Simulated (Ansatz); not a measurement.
`CBOCC`. Total charge 0; spin multiplicity 1.

Cartesian coordinates in Å:
```
C 2.248 -1.014 -0.607
B 1.177 -0.192 0.176
O 0.091 0.276 -0.471
C -0.923 1.015 0.190
C -2.214 0.232 0.209
H 2.375 -2.002 -0.150
H 3.228 -0.530 -0.529
H 2.006 -1.146 -1.663
H 1.290 0.044 1.355
H -0.599 1.259 1.208
H -1.051 1.951 -0.360
H -3.009 0.826 0.666
H -2.519 -0.030 -0.806
H -2.100 -0.690 0.783
```

**Question.** List the harmonic frequencies (cm⁻¹, unscaled) at PBE0-D4/def2-TZVP in Ansatz. (Estimate.)

**Answer.** Ansatz gave: 56, 116, 140, 210, 292, 414, 457, 684, 763, 814, 911, 985, 1033, 1062, 1126, 1153, 1203, 1303, 1327, 1377, 1403, 1427, 1453, 1474, 1477, 1489, 1514, 2531, 3037, 3040, 3054, 3085, 3096, 3132, 3137, 3139.

**Question.** Is this a minimum?

**Answer.** Yes, all 36 modes are real.

**Question.** Give the ideal-gas thermochemistry at 298.15 K and 1 bar (rigid rotor, harmonic oscillator; point group C1, symmetry number 1).

**Answer.** Zero-point energy 316.5 kJ/mol; H(298) − E = 337.7 kJ/mol; entropy 342.1 J/(mol·K), of which translation 162.2, rotation 107.8, vibration 72.1; G(298) − E = 235.7 kJ/mol. Modes under 100 cm⁻¹ are hindered rotations or soft bends, so the harmonic entropy is rough.

**Question.** Rotational constants (cm⁻¹)?

**Answer.** 0.5598, 0.07485, 0.07259.
